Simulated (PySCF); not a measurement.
Si(H)(Me)2(NH2) (C2H9NSi), SMILES C[SiH](C)N.

The structure is a stationary point at B3LYP-D3(BJ)/def2-SVP. The values are those of a single conformer.

Two levels are set side by side: PBE/def2-TZVP (PySCF) and HF/def2-TZVP (PySCF). Same geometry, gas phase. Differences are taken from unrounded values.

| quantity | HF | PBE | PBE minus HF |
|---|---|---|---|
| orbital gap (eV) | 13.93 | 5.73 | -8.20 |
| highest occupied level (eV) | -10.52 | -5.66 | 4.86 |
| lowest empty level (eV) | 3.41 | 0.07 | -3.34 |
| dipole moment (D) | 1.24 | 1.21 | -0.02 |
| mean polarisability (bohr³) | 54.7 | 61.2 | 6.4 |

Without exact exchange PBE keeps part of each electron's self-repulsion, which lifts occupied levels and narrows the gap. Loosely held outer electrons make PBE densities more polarisable. Differences between two approximate levels are no errors against the true value.

Rough cost on one machine, each run with all the roots and properties that it gave: HF against PBE about 1/4.
